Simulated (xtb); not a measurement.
triflic acid (CHF$_{3}$O$_{3}$S), singlet, geometry from GFN2-xTB; GFN2-xTB run with xtb.

xtb was given this input:
```
$ xtb mol.xyz --gfn 2 --hess --json

# file mol.xyz
9

O      1.41469782    -0.49779905    -1.06169565
S      0.80886675     0.30104012     0.16311669
O      1.27034678    -0.28302073     1.37173556
O      0.90598970     1.68891681    -0.07270317
C     -0.97345522    -0.20872619    -0.06496558
F     -1.73274043     0.25154402     0.91428660
F     -1.43423367     0.23041401    -1.22337302
F     -1.01685156    -1.53813106    -0.06070275
H      1.82502020    -1.32350365    -0.79066498
```

### Question
Predict the main parts of the log of this xtb run.

### Answer

```
   ID    Z sym.   atoms
    1    8 O      1, 3, 4
    2   16 S      2
    3    6 C      5
    4    9 F      6-8
    5    1 H      9

           -------------------------------------------------
          |                Calculation Setup                |
           -------------------------------------------------

           -------------------------------------------------
          |                 G F N 2 - x T B                 |
           -------------------------------------------------

          ...................................................
          :                      SETUP                      :
          :.................................................:
          :  # basis functions                  39          :
          :  # atomic orbitals                  38          :
          :  # shells                           18          :
          :  # electrons                        50          :
          :  max. iterations                   250          :
          :  Hamiltonian                  GFN2-xTB          :
          :  restarted?                      false          :
          :  GBSA solvation                  false          :
          :  PC potential                    false          :
          :  electronic temp.          300.0000000     K    :
          :  accuracy                    1.0000000          :
          :  -> integral cutoff          0.2500000E+02      :
          :  -> integral neglect         0.1000000E-07      :
          :  -> SCF convergence          0.1000000E-05 Eh   :
          :  -> wf. convergence          0.1000000E-03 e    :
          :  Broyden damping             0.4000000          :
          :  net charge                          0          :
          :  unpaired electrons                  0          :
          ...................................................

 iter      E             dE          RMSdq      gap      omega  full diag
   1    -32.3261778 -0.323262E+02  0.812E+00    7.93       0.0  T
   2    -32.3835391 -0.573614E-01  0.518E+00    7.66       1.0  T
   3    -32.3878320 -0.429285E-02  0.225E+00    7.67       1.0  T
   4    -32.3942432 -0.641124E-02  0.670E-01    7.59       1.0  T
   5    -32.3946360 -0.392797E-03  0.324E-01    7.58       1.0  T
   6    -32.3947716 -0.135603E-03  0.115E-01    7.56       1.0  T
   7    -32.3947963 -0.247326E-04  0.190E-02    7.55       1.8  T
   8    -32.3947966 -0.230036E-06  0.955E-03    7.55       3.5  T
   9    -32.3947967 -0.144987E-06  0.243E-03    7.55      13.7  T
  10    -32.3947967 -0.195595E-08  0.470E-04    7.55      70.9  T
  11    -32.3947967 -0.171518E-09  0.180E-04    7.55     185.7  T

   *** convergence criteria satisfied after 11 iterations ***

         :::::::::::::::::::::::::::::::::::::::::::::::::::::
         ::                     SUMMARY                     ::
         :::::::::::::::::::::::::::::::::::::::::::::::::::::
         :: total energy             -32.276110472210 Eh    ::
         :: gradient norm              0.000078002400 Eh/a0 ::
         :: HOMO-LUMO gap              7.550539530306 eV    ::
         ::.................................................::
         :: SCC energy               -32.394793103321 Eh    ::
         :: -> isotropic ES            0.093388175306 Eh    ::
         :: -> anisotropic ES          0.000054536347 Eh    ::
         :: -> anisotropic XC         -0.024769263824 Eh    ::
         :: -> dispersion             -0.006927290393 Eh    ::
         :: repulsion energy           0.118682631111 Eh    ::
         :: add. restraining           0.000000000000 Eh    ::
         :: total charge               0.000000000000 e     ::
         :::::::::::::::::::::::::::::::::::::::::::::::::::::

           -------------------------------------------------
          |                Numerical Hessian                |
           -------------------------------------------------
step length          :   0.00500
SCC accuracy         :   0.30000
Hessian scale factor :   1.00000
frozen atoms in %    :   0.00000    0
RMS gradient         :   0.00008
estimated CPU  time      0.01 min

writing file <hessian>.

 projected vibrational frequencies (cm⁻¹)
eigval :       -0.00    -0.00    -0.00     0.00     0.00     0.00
eigval :       42.28   121.95   123.17   261.32   273.05   297.12
eigval :      313.50   393.81   440.79   475.98   478.06   522.67
eigval :      677.53   768.00   872.90  1077.34  1125.81  1147.09
eigval :     1184.62  1347.58  3555.83
           -------------------------------------------------
          |                Property Printout                |
           -------------------------------------------------

    * Orbital Energies and Occupations

         #    Occupation            Energy/Eh            Energy/eV
      -------------------------------------------------------------
         1        2.0000           -0.9324817             -25.3741
       ...           ...                  ...                  ...
        13        2.0000           -0.6113527             -16.6358
        14        2.0000           -0.5969751             -16.2445
        15        2.0000           -0.5961360             -16.2217
        16        2.0000           -0.5900038             -16.0548
        17        2.0000           -0.5855936             -15.9348
        18        2.0000           -0.5848355             -15.9142
        19        2.0000           -0.5831329             -15.8679
        20        2.0000           -0.5680194             -15.4566
        21        2.0000           -0.5513101             -15.0019
        22        2.0000           -0.5211949             -14.1824
        23        2.0000           -0.5183530             -14.1051
        24        2.0000           -0.5036288             -13.7044
        25        2.0000           -0.4855441             -13.2123 (HOMO)
        26                         -0.2080673              -5.6618 (LUMO)
[...]

Topologies differ in total number of bonds
Writing topology from bond orders to xtbtopo.mol

molecular dipole:
                 x           y           z       tot (Debye)
 q only:        0.363      -0.851      -0.432
   full:        0.348      -1.072      -0.533       3.170
molecular quadrupole (traceless):
                xx          xy          yy          xz          yz          zz
 q only:        2.329      -4.816       0.012      -2.963       2.513      -2.342
  q+dip:        4.153      -5.122      -0.480      -3.107       2.770      -3.673
Molecule has no symmetry elements
It seems to be the C1 point group
   full:        4.048      -5.400      -0.469      -3.322       2.983      -3.579

           -------------------------------------------------
          |               Frequency Printout                |
           -------------------------------------------------
 projected vibrational frequencies (cm⁻¹)
eigval :       -0.00    -0.00    -0.00     0.00     0.00     0.00
eigval :       42.28   121.95   123.17   261.32   273.05   297.12
eigval :      313.50   393.81   440.79   475.98   478.06   522.67
eigval :      677.53   768.00   872.90  1077.34  1125.81  1147.09
eigval :     1184.62  1347.58  3555.83
 reduced masses (amu)
   1: 20.53   2: 18.66   3: 19.87   4: 19.35   5: 18.37   6: 17.68   7: 17.33   8: 17.63
   9: 16.81  10:  9.48  11: 17.09  12: 18.20  13: 12.90  14: 16.44  15: 18.49  16: 18.46
  17: 18.39  18: 23.37  19: 18.65  20: 19.96  21:  4.75  22: 15.64  23: 14.34  24: 14.17
  25: 18.65  26: 23.12  27:  1.89
 IR intensities (km·mol⁻¹)
   1:  0.15   2:  0.30   3:  0.52   4:  0.25   5:  0.73   6:  1.57   7:  1.82   8:  6.03
   9: 10.99  10: 64.08  11:  2.09  12:  3.47  13: 40.22  14: 30.80  15:100.77  16:  2.05
  17:  5.47  18:420.86  19:  8.82  20:274.72  21:211.82  22:261.37  23:194.16  24:212.74
  25:280.15  26:568.18  27: 88.01
 Raman intensities (Ä⁴*amu⁻¹)
   1:  0.00   2:  0.00   3:  0.00   4:  0.00   5:  0.00   6:  0.00   7:  0.00   8:  0.00
   9:  0.00  10:  0.00  11:  0.00  12:  0.00  13:  0.00  14:  0.00  15:  0.00  16:  0.00
  17:  0.00  18:  0.00  19:  0.00  20:  0.00  21:  0.00  22:  0.00  23:  0.00  24:  0.00
  25:  0.00  26:  0.00  27:  0.00
 output can be read by thermo (or use thermo option).
 writing <g98.out> molden fake output.
 recommended (thermochemical) frequency scaling factor: 1.0
           -------------------------------------------------
          |             Thermodynamic Functions             |
           -------------------------------------------------

c1  symmetry found (for desy threshold:  0.10E+00) used in thermo

          ...................................................
          :                      SETUP                      :
          :.................................................:
          :  # frequencies                          21      :
          :  # imaginary freq.                       0      :
          :  linear?                             false      :
          :  only rotor calc.                    false      :
          :  symmetry                               c1      :
          :  rotational number                       1      :
          :  scaling factor                  1.0000000      :
          :  rotor cutoff                   50.0000000 cm⁻¹ :
          :  imag. cutoff                  -20.0000000 cm⁻¹ :
          :.................................................:

    mode    ω/cm⁻¹     T·S(HO)/kcal·mol⁻¹    T·S(FR)/kcal·mol⁻¹   T·S(vib)
   ------------------------------------------------------------------------
       1     42.28    -1.53529 ( 33.83%)    -1.10582 ( 66.17%)    -1.25110
       2    121.95    -0.91508 ( 97.25%)    -0.79227 (  2.75%)    -0.91170
       3    123.17    -0.90936 ( 97.36%)    -0.78933 (  2.64%)    -0.90619
       4    261.32    -0.49281 ( 99.87%)    -0.56657 (  0.13%)    -0.49291
       5    273.05    -0.47013 ( 99.89%)    -0.55358 (  0.11%)    -0.47023
       6    297.12    -0.42727 ( 99.92%)    -0.52855 (  0.08%)    -0.42735
   ------------------------------------------------------------------------

   temp. (K)  partition function   enthalpy   heat capacity  entropy
                                   cal/mol     cal/K/mol   cal/K/mol   J/K/mol
 298.15  VIB   172.                 3535.927     21.853     21.119
         ROT  0.341E+06              888.752      2.981     28.300
         INT  0.588E+08             4424.680     24.834     49.419
         TR   0.178E+28             1481.254      4.968     40.910
         TOT                        5905.9336    29.8020    90.3289   377.9359

       T/K    H(0)-H(T)+PV         H(T)/Eh          T*S/Eh         G(T)/Eh
   ------------------------------------------------------------------------
    298.15    0.941170E-02    0.447242E-01    0.429182E-01    0.180608E-02
   ------------------------------------------------------------------------

         :::::::::::::::::::::::::::::::::::::::::::::::::::::
         ::                  THERMODYNAMIC                  ::
         :::::::::::::::::::::::::::::::::::::::::::::::::::::
         :: total free energy         -32.274304391955 Eh   ::
         ::.................................................::
         :: total energy              -32.276110472261 Eh   ::
         :: zero point energy           0.035312530476 Eh   ::
         :: G(RRHO) w/o ZPVE           -0.033506450169 Eh   ::
         :: G(RRHO) contrib.            0.001806080306 Eh   ::
         :::::::::::::::::::::::::::::::::::::::::::::::::::::

           -------------------------------------------------
          | TOTAL ENERGY              -32.276110472261 Eh   |
          | TOTAL ENTHALPY            -32.231386237487 Eh   |
          | TOTAL FREE ENERGY         -32.274304391955 Eh   |
          | GRADIENT NORM               0.000078711935 Eh/α |
          | HOMO-LUMO GAP               7.550527712926 eV   |
           -------------------------------------------------

normal termination of xtb
```
